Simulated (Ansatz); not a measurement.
Gas-phase electronic energies from Ansatz, PBE0-D4/def2-TZVP geometries. CCSD(T)/CBS is the MP2 limit (def2-TZVPP, def2-QZVPP) plus CCSD(T) − MP2 in def2-TZVPP, frozen cores. Functionals use def2-TZVPP. One conformer a species, not always the lowest.

Reaction (ligand exchange at the Si–C bond): `[SiH3]CC1=CB1` + `O[Si](O)(F)F` → `O[Si](F)(F)O[SiH3]` + `CC1=CB1`

CCSD(T)/CBS gives -104.0 kJ/mol.

Problem. Another level gave -104.0 kJ/mol. Which?
A. PBE/def2-TZVPP
B. CAM-B3LYP-D4/def2-TZVPP
C. BHLYP-D4/def2-TZVPP
D. r2SCAN0/def2-TZVPP

Solution. D. r2SCAN0 -104.0, PBE -89.5, BHLYP-D4 -117.3, CAM-B3LYP-D4 -111.5 kJ/mol.

Largest T1 diagnostic among the species: 0.011.

From PBE to PBE0 (25 % exact exchange), in def2-TZVPP and without D4, ΔE moves by −6.3 kJ/mol. In def2-TZVPP, CCSD(T) changes the Hartree–Fock value by +28.4 kJ/mol (the triples alone add +4.4 kJ/mol) and MP2 by +29.7 kJ/mol. At CCSD(T), def2-SVP lies +4.3 kJ/mol from the extrapolated value and def2-TZVPP +0.8 kJ/mol.

CCSD(T)/CBS has its own doubt, a few kJ/mol and more with outer-core shells, so smaller differences from it don't rank the levels.
